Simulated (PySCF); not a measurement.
C4H6OSi. Atoms are numbered in the order given.

```xyz
12

O      0.1438    -2.2319     0.0000
C     -0.0326    -1.0358     0.0000
C     -1.4295    -0.3925     0.0000
C     -1.3013     1.1044     0.0000
C     -0.0840     1.6938     0.0000
Si     1.2758     0.4190     0.0000
H     -1.9929    -0.7639    -0.8778
H     -1.9929    -0.7639     0.8778
H     -2.2259     1.6986     0.0000
H     -0.0058     2.7859     0.0000
H      2.1456     0.4064    -1.2142
H      2.1456     0.4064     1.2142
```
Charge 0, spin multiplicity 1.

Geometry: r2SCAN-D4/def2-SVP. This is a generated structure with no PubChem entry under its InChIKey; it may be hypothetical. Other conformers were not sampled.

All values below come from r2SCAN/def2-TZVP in PySCF.

Symmetry labels are those of the subgroup Cs that the program uses (full group Cs).

Computed valence orbital energies around the gap with their symmetry:
| orbital | symmetry | energy (eV) |
|---|---|---|
| HOMO−7 | A' | -10.61 |
| HOMO−6 | A' | -10.33 |
| HOMO−5 | A' | -9.72 |
| HOMO−4 | A" | -9.56 |
| HOMO−3 | A" | -9.00 |
| HOMO−2 | A' | -8.35 |
| HOMO−1 | A" | -7.01 |
| HOMO | A' | -5.54 |
| LUMO | A" | -2.38 |
| LUMO+1 | A" | -1.36 |
| LUMO+2 | A' | 0.01 |
| LUMO+3 | A' | 0.82 |
